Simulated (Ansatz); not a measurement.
Input (CCSDT(Q)/cc-pV(D+d)Z; Ansatz, a program for electronic structure): A basis named .json is the Basis Set Exchange file of that set.

Ansatz 0.2 input:
```yaml
crystal:
  periodic: [false, false, false]
  atoms:
    - {symbol: Si, position_ang: [-0.71060527, 0.78201840, 0.23926498]}
    - {symbol: S, position_ang: [0.73099735, -0.71472012, -0.30163915]}
    - {symbol: H, position_ang: [-1.43152511, 0.40168663, 1.48609236]}
    - {symbol: H, position_ang: [-1.65294462, 0.82575988, -0.90764998]}
    - {symbol: H, position_ang: [1.33698586, -0.74018215, 0.89807436]}
basis:
  gaussian:
    orbitals: cc-pV_D+d_Z.json
magnetization: {spin_polarized: true, initial_magnetization: 1}
correlation: {method: ccsdt_q, electrons: outside_noble_gas}
```

Output:

```
Functional definition: HF
integrals: 0.08 GiB planned
1173 factors; integrals over basis functions are off by at most 1.7e-7 eV
mean field: 0.26 GiB planned
mean field evaluation 1: about -18725.8675 eV, gradient 9.4e0 eV
mean field evaluation 2: about -18725.8875 eV, gradient 9.5e0 eV
mean field evaluation 4: about -18726.9205 eV, gradient 1.5e0 eV
mean field evaluation 8: about -18726.9609 eV, gradient 2.0e-1 eV
mean field evaluation 16: about -18725.8677 eV, gradient 9.4e0 eV
mean field evaluation 32: about -18724.6445 eV, gradient 4.1e0 eV
mean field -18726.96229498 eV, -688.2031707497 hartree, gradient 2.8e-6 eV, S^2 0.755460; 0 other end points of the search recorded, 0 dependent functions left out
10 core orbitals not correlated
reference -18726.96229498 eV, -688.2031707497 hartree; 7, 6 occupied and 44, 45 virtual orbitals, 1173 factors
second order -6.03814566 eV of doubles, -0.00000000 eV of singles
coupled cluster: 1.25 GiB planned
cycle   1  -6.77555772 eV  change   -7.4e-1 eV  update   7.8e-2
cycle   2  -7.19771695 eV  change   -4.2e-1 eV  update   3.3e-2
cycle   3  -7.30287842 eV  change   -1.1e-1 eV  update   1.8e-2
cycle   4  -7.29485618 eV  change    8.0e-3 eV  update   7.7e-3
cycle   5  -7.29833874 eV  change   -3.5e-3 eV  update   4.6e-3
cycle   6  -7.29890320 eV  change   -5.6e-4 eV  update   2.1e-3
cycle   7  -7.29856910 eV  change    3.3e-4 eV  update   1.0e-3
cycle   8  -7.29912459 eV  change   -5.6e-4 eV  update   4.1e-4
cycle   9  -7.29923471 eV  change   -1.1e-4 eV  update   1.5e-4
cycle  10  -7.29908428 eV  change    1.5e-4 eV  update   7.0e-5
cycle  11  -7.29908956 eV  change   -5.3e-6 eV  update   3.6e-5
cycle  12  -7.29910916 eV  change   -2.0e-5 eV  update   1.4e-5
cycle  13  -7.29912840 eV  change   -1.9e-5 eV  update   7.2e-6
cycle  14  -7.29913410 eV  change   -5.7e-6 eV  update   3.3e-6
cycle  15  -7.29913276 eV  change    1.3e-6 eV  update   1.5e-6
cycle  16  -7.29913207 eV  change    6.9e-7 eV  update   7.6e-7
perturbative correction -0.01320322 eV, -0.0004852094 hartree
Total energy: -18734.27463027 eV, -688.4718941151 hartree
```
